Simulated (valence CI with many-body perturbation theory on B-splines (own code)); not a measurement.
**P: calculated level list**

Calculated by valence CI with perturbative core correlation (CI+MBPT): five valence electrons over a frozen Dirac-Fock core [Ne], a basis of 9 s, 9 p, 8 d, 6 f, 3 g, 1 h functions for each j, with the one-electron correlation potential Σ1 (screened to all orders), the two-electron term Σ2, the three-electron term Σ3, Breit, model QED; selected single and double excitations, second order for the rest, scaled by the run's own slope (own B-spline code, finite nucleus).

Against 25 measured levels this calculation errs by 56 cm⁻¹ on average and by 186 at most. These come from a selection out of the NIST Handbook of Basic Atomic Spectroscopic Data. Levels without a partner in it may be off by more. Among the levels kept, up to 2600 cm⁻¹ of a level comes from second order outside the variational space, and about a tenth of that is noise between levels of different J, which matters for small intervals.

Levels 1 to 45 of 57, with energies above the lowest level, 3s²3p³ ⁴S°_3/2. "Leading %" is the weight of the configuration and term that name the level; weights of strongly mixed levels are sums over their largest components and can fall short. In the jj column 3d3/2^4 stands for four electrons in 3d with j = 3/2. Lifetimes count E1, E2, E3, M1 and M2 decay at the calculated energies, and are blank where another channel may lead or the interval is too uncertain; long ones can be off by a factor of two.

```
No.  Configuration  Term    J  E (eV)  Leading %                     Leading jj  Lifetime      g
  1         3s²3p³   ⁴S°  3/2  0.0000         93      3s^2 3p1/2 3p3/2^2 (52 %)            2.002
  2         3s²3p³   ²D°  3/2   1.424         92      3s^2 3p1/2 3p3/2^2 (41 %)    6110 s  0.800
  3         3s²3p³   ²D°  5/2   1.428         92      3s^2 3p1/2 3p3/2^2 (92 %)   11600 s  1.200
  4         3s²3p³   ²P°  1/2   2.337         91      3s^2 3p1/2 3p3/2^2 (91 %)    7.19 s  0.666
  5         3s²3p³   ²P°  3/2   2.348         91            3s^2 3p3/2^3 (49 %)    5.33 s  1.333
  6       3s²3p²4s    ⁴P  1/2   6.928         89         3s^2 3p1/2^2 4s (43 %)   4.99 ns  2.667
  7       3s²3p²4s    ⁴P  3/2   6.951         89     3s^2 3p1/2 3p3/2 4s (82 %)   4.93 ns  1.734
  8       3s²3p²4s    ⁴P  5/2   6.982         89         3s^2 3p3/2^2 4s (58 %)   4.92 ns  1.601
  9       3s²3p²4s    ²P  1/2   7.170         88     3s^2 3p1/2 3p3/2 4s (62 %)   2.70 ns  0.669
 10       3s²3p²4s    ²P  3/2   7.210         88         3s^2 3p3/2^2 4s (49 %)   2.69 ns  1.335
 11          3s3p⁴    ⁴P  5/2   7.374         68      3s 3p1/2^2 3p3/2^2 (46 %)    331 ns  1.601
 12          3s3p⁴    ⁴P  3/2   7.394         67        3s 3p1/2 3p3/2^3 (60 %)    242 ns  1.735
 13          3s3p⁴    ⁴P  1/2   7.406         68              3s 3p3/2^4 (30 %)    291 ns  2.670
 14       3s²3p²4p   ²S°  1/2   7.958         87      3s^2 3p3/2^2 4p3/2 (28 %)    115 ns  2.001
 15       3s²3p²4s    ²D  3/2   8.086         89     3s^2 3p1/2 3p3/2 4s (57 %)   3.67 ns  0.800
 16       3s²3p²4s    ²D  5/2   8.086         89     3s^2 3p1/2 3p3/2 4s (57 %)   3.63 ns  1.201
 17       3s²3p²4p   ⁴D°  1/2   8.099         88      3s^2 3p1/2^2 4p1/2 (37 %)   46.9 ns  0.008
 18       3s²3p²4p   ⁴D°  3/2   8.114         88  3s^2 3p1/2 3p3/2 4p1/2 (50 %)   46.1 ns  1.206
 19       3s²3p²4p   ⁴D°  5/2   8.132         88  3s^2 3p1/2 3p3/2 4p3/2 (63 %)   46.0 ns  1.375
 20       3s²3p²4p   ⁴D°  7/2   8.153         89      3s^2 3p3/2^2 4p3/2 (57 %)   46.4 ns  1.429
 21       3s²3p²4p   ⁴P°  1/2   8.218         89  3s^2 3p1/2 3p3/2 4p1/2 (45 %)   39.1 ns  2.658
 22       3s²3p²4p   ⁴P°  3/2   8.225         77  3s^2 3p1/2 3p3/2 4p3/2 (34 %)   37.0 ns  1.756
 23       3s²3p²4p   ⁴P°  5/2   8.249         86  3s^2 3p1/2 3p3/2 4p3/2 (35 %)   38.6 ns  1.588
 24       3s²3p²4p   ⁴S°  3/2   8.281         70  3s^2 3p1/2 3p3/2 4p3/2 (29 %)   31.8 ns  1.831
 25       3s²3p²4p   ²D°  3/2   8.285         77  3s^2 3p1/2 3p3/2 4p3/2 (38 %)   46.9 ns  0.945
 26       3s²3p²4p   ²D°  5/2   8.322         86      3s^2 3p3/2^2 4p3/2 (39 %)   49.9 ns  1.211
 27       3s²3p²4p   ²P°  1/2   8.421         87  3s^2 3p1/2 3p3/2 4p3/2 (46 %)   45.2 ns  0.669
 28       3s²3p²3d    ²P  3/2   8.431         76  3s^2 3p1/2 3p3/2 3d5/2 (26 %)   11.6 ns  1.330
 29       3s²3p²4p   ²P°  3/2   8.442         87      3s^2 3p3/2^2 4p3/2 (28 %)   44.7 ns  1.333
 30       3s²3p²3d    ²P  1/2   8.458         78      3s^2 3p3/2^2 3d5/2 (45 %)   11.6 ns  0.663
 31       3s²3p²3d    ⁴F  3/2   8.467         84  3s^2 3p1/2 3p3/2 3d3/2 (37 %)    756 ns  0.403
 32       3s²3p²3d    ⁴F  5/2   8.484         86  3s^2 3p1/2 3p3/2 3d3/2 (49 %)    715 ns  1.031
 33       3s²3p²3d    ⁴F  7/2   8.491         86  3s^2 3p1/2 3p3/2 3d5/2 (53 %)    738 ns  1.240
 34       3s²3p²3d    ⁴F  9/2   8.504         84      3s^2 3p3/2^2 3d5/2 (55 %)   1.19 μs  1.334
 35       3s²3p²3d    ⁴D  1/2   8.666         88  3s^2 3p1/2 3p3/2 3d3/2 (67 %)    312 ns  0.002
 36       3s²3p²3d    ⁴D  3/2   8.672         87  3s^2 3p1/2 3p3/2 3d3/2 (28 %)    262 ns  1.199
 37       3s²3p²3d    ⁴D  5/2   8.679         87      3s^2 3p3/2^2 3d3/2 (24 %)    167 ns  1.365
 38       3s²3p²3d    ⁴D  7/2   8.679         86  3s^2 3p1/2 3p3/2 3d5/2 (47 %)    217 ns  1.422
 39       3s²3p²3d    ²F  5/2   8.740         87  3s^2 3p1/2 3p3/2 3d5/2 (45 %)   5.45 ns  0.863
 40       3s²3p²3d    ²F  7/2   8.771         86      3s^2 3p3/2^2 3d5/2 (38 %)   5.41 ns  1.149
 41       3s²3p²3d    ²D  3/2   8.836         48        3s 3p1/2 3p3/2^3 (20 %)   13.9 ns  0.801
 42       3s²3p²3d    ²D  5/2   8.840         51  3s^2 3p1/2 3p3/2 3d5/2 (30 %)   12.6 ns  1.201
 43       3s²3p²5s    ⁴P  1/2   8.960         85         3s^2 3p1/2^2 5s (46 %)   7.37 ns  2.636
 44       3s²3p²3d    ⁴P  5/2   8.982         68  3s^2 3p1/2 3p3/2 3d5/2 (34 %)   1.63 ns  1.591
 45       3s²3p²5s    ⁴P  3/2   8.983         66     3s^2 3p1/2 3p3/2 5s (65 %)   3.31 ns  1.726
```

Names give the largest LS component (configuration and term), which can be under half, so a name can repeat, a term be missing and a line seem to break the LS rules; names also repeat where a configuration has a term twice.

Where two levels of one J and parity lie close, their mixing, g and order are uncertain.

The ionisation energy to 3s²3p² ³P0 of the next ion comes out as 10.469 eV (NIST: 10.4867 eV (measured)). All 57 levels together are meant to be complete up to 9.319 eV.
